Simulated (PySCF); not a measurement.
**Radial density of V (vanadium, neutral)**

UHF, [Ar] 3d3 4s2, high-spin 4F determinant. Calculation: PySCF 2.14, in def2-QZVPPD (11s6p5d3f2g, 93 functions); no relativity, point nucleus.

| r (bohr) | 4πr²ρ (e/bohr) | 4πr²(ρα − ρβ) |
| --- | --- | --- |
| 0.00118 | 0.1346 | 0.0000 |
| 0.00198 | 0.3670 | 0.0000 |
| 0.00333 | 0.9760 | 0.0000 |
| 0.00560 | 2.487 | 0.0000 |
| 0.00941 | 5.907 | -0.0001 |
| 0.0158 | 12.46 | -0.0002 |
| 0.0266 | 21.58 | -0.0002 |
| 0.0448 | 27.29 | -0.0001 |
| 0.0753 | 23.20 | 0.0014 |
| 0.127 | 21.85 | 0.0141 |
| 0.213 | 29.69 | 0.1134 |
| 0.359 | 17.06 | 0.5954 |
| 0.603 | 9.535 | 1.6911 |
| 1.01 | 10.46 | 2.1274 |
| 1.71 | 2.799 | 1.0930 |
| 2.87 | 0.8617 | 0.2169 |
| 4.83 | 0.2988 | -0.0196 |
| 8.12 | 0.01783 | -0.0050 |
| 13.7 | 3.842e-05 | 0.0000 |

Question: Where is the radial spin density 4πr²(ρα − ρβ) most negative, and why is it negative at all?

Answer: Around r = 4.83 bohr, down to -0.0196 e/bohr: exchange with the open shell polarises the paired shells in an unrestricted calculation.
